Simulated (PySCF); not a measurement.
# Spinor energies of Ce⁵³⁺ (cerium, charge +53)

Start: [He] 2s2 2p1; 2p1/2 filled at m_j = +1/2. Calculated with PySCF 2.14 in an uncontracted even-tempered set (17 s from 33 bohr⁻², ratio 2.4; 12 p from 43 bohr⁻², ratio 2.4; 5 d from 140 bohr⁻², ratio 2.6; 4 f from 210 bohr⁻², ratio 2.6): generalised Hartree-Fock with the X2C-1e Hamiltonian and a Gaussian nucleus; one run each with spin-orbit coupling (SO) switched off, then screened by Boettger's factors.

```json
{"spinor shell": "1s1/2", "electrons": "2", "ε, spin-free (eV)": "-45891.7", "ε, screened SO (eV)": "-45876.5", "weight of nominal j (screened SO)": "1.000", "rms radius, screened SO (bohr)": "0.0279"}
{"spinor shell": "2s1/2", "electrons": "2", "ε, spin-free (eV)": "-10985.0", "ε, screened SO (eV)": "-10980.3", "weight of nominal j (screened SO)": "1.000", "rms radius, screened SO (bohr)": "0.108"}
{"spinor shell": "2p1/2", "electrons": "1", "ε, spin-free (eV)": "-10503.5", "ε, screened SO (eV)": "-10850.8", "weight of nominal j (screened SO)": "1.000", "rms radius, screened SO (bohr)": "0.0918"}
```

| quantity | spin-free | screened SO |
| --- | --- | --- |
| E (hartree) | -4709.25824 | -4722.02233 |
| M_J | 1/2 | 1/2 |
| ⟨J²⟩ | 1.109 | 0.750 |
| ⟨L²⟩ | 2.000 | 2.000 |
| ⟨S²⟩ | 0.750 | 0.750 |

Each row is a mean over spinors that exchange with the open shell spreads, by up to 15.809 eV (2s1/2).

Breit and QED terms are absent; they matter most for the inner s and p1/2 levels.

Densities and radii are taken from the X2C orbitals without a picture-change correction, which distorts them close to the nucleus.

Without spin-orbit coupling the j labels of p, d and f shells carry no meaning; the spin-free column gives the mean over the occupied spinors of each nl shell, and its ⟨J²⟩ belongs to a mixture of degenerate components.
